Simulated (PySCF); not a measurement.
A PySCF script (with the pyscf-properties extension) for the NMR shieldings of `F/C([SiH3])=P\c1ccsc1`, C$_{5}$H$_{6}$FPSSi, on a GFN2-xTB geometry:

```python
import basis_set_exchange as bse
import numpy as np
from pyscf import gto, dft
from pyscf.prop import nmr

atoms = """
F     0.971890   -0.182367    1.055717
C     1.517649   -0.132046   -0.189727
Si    3.409395   -0.043365   -0.204977
P     0.523491   -0.126684   -1.553356
C    -1.125076   -0.155112   -0.765141
C    -1.877840    1.021871   -0.502892
C    -3.066202    0.752203    0.087349
S    -3.307246   -0.933789    0.326280
C    -1.780058   -1.283260   -0.376907
H     3.924297   -1.204034    0.522486
H     3.801321   -0.046198   -1.611087
H     3.809161    1.188392    0.478324
H    -1.528893    2.012144   -0.739100
H    -3.824654    1.441119    0.402387
H    -1.451649   -2.300886   -0.456924
"""
names = dict.fromkeys(["F", "C", "Si", "P", "S", "H"], "pcSseg-1")
basis = {el: gto.basis.parse(bse.get_basis(n, elements=[el], fmt="nwchem")) for el, n in names.items()}
mol = gto.M(atom=atoms, basis=basis, charge=0, verbose=0)
mf = dft.RKS(mol, xc="PBE0")
mf.grids.level = 2
mf.grids.alignment = dft.numint.BLKSIZE   # the property module wants whole blocks of grid points
mf.conv_tol = 1e-9
mf.kernel()

calc = nmr.RKS(mf)   # GIAO
C = mf.mo_coeff
Co = C[:, mf.mo_occ > 0]
resp = mf.gen_response(singlet=True, hermi=2)
def vind(x):   # induced exchange potential for any number of trial vectors
    d = np.einsum("pi,xij,qj->xpq", C, 2 * x.reshape(-1, C.shape[1], Co.shape[1]), Co, optimize=True)
    return np.einsum("xpq,pi,qj->xij", resp(d - d.transpose(0, 2, 1)), C, Co, optimize=True).ravel()
mo1, _ = nmr.rhf.solve_mo1(calc, with_cphf=vind)
sigma = calc.kernel(mo1)
for i, s in enumerate(sigma):   # ppm
    w = np.linalg.eigvalsh((s + s.T) / 2)
    print("%2d %-2s iso %8.1f  s11 %8.1f  s22 %8.1f  s33 %8.1f" % (i, mol.atom_pure_symbol(i), w.mean(), *w))
```

Problem. What does it print?

Solution. 
```
 0 F  iso    161.0  s11    -41.5  s22     86.5  s33    438.1
 1 C  iso    -55.8  s11   -251.7  s22     17.6  s33     66.6
 2 Si iso    427.9  s11    411.9  s22    414.4  s33    457.4
 3 P  iso     72.6  s11   -238.2  s22     75.7  s33    380.3
 4 C  iso     49.5  s11    -22.2  s22     35.7  s33    135.0
 5 C  iso     52.9  s11    -31.5  s22     45.7  s33    144.6
 6 C  iso     52.1  s11    -37.5  s22     49.0  s33    144.9
 7 S  iso    252.5  s11     97.9  s22    268.1  s33    391.6
 8 C  iso     50.5  s11    -38.0  s22     48.1  s33    141.4
 9 H  iso     27.3  s11     23.9  s22     25.7  s33     32.3
10 H  iso     27.3  s11     24.1  s22     26.7  s33     31.0
11 H  iso     27.3  s11     23.9  s22     25.7  s33     32.2
12 H  iso     24.6  s11     21.0  s22     25.3  s33     27.4
13 H  iso     24.4  s11     21.5  s22     24.6  s33     27.0
14 H  iso     24.6  s11     21.1  s22     25.2  s33     27.3
```

These numbers come from an equivalent density-fitted implementation of the same equations, which agrees with the script to about 0.01 ppm for H and up to a few tenths of a ppm for heavy atoms, so last digits may differ.

Problem. Turn these shieldings into chemical shifts. Shifts are taken against calculated references (same method and geometry level): ¹⁹F (σ = 170.95 ppm) vs CFCl3; ¹³C (σ = 186.93 ppm), ²⁹Si (σ = 349.16 ppm), ¹H (σ = 31.72 ppm) vs TMS; H3PO4 for ³¹P (σ = 318.38 ppm); CS2 for ³³S (σ = 503.73 ppm).

Solution. Averaging equivalent atoms: F 0: 9.9; C 1: 242.8; C 4: 137.4; C 8: 136.4; C 6: 134.8; C 5: 134.0; Si 2: -78.8; P 3: 245.7; S 7: 251; H 13: 7.32; H 12: 7.15; H 14: 7.14; H 9/10/11: 4.45 ppm. Unscaled 19F shifts against computed CFCl3 carry errors that often reach 10 to 50 ppm. Experimental scales use liquid or dissolved standards, which lie at an offset from isolated H3PO4.

Size and cost of the density-fitted run: 204 basis functions, roughly 100 core-seconds.
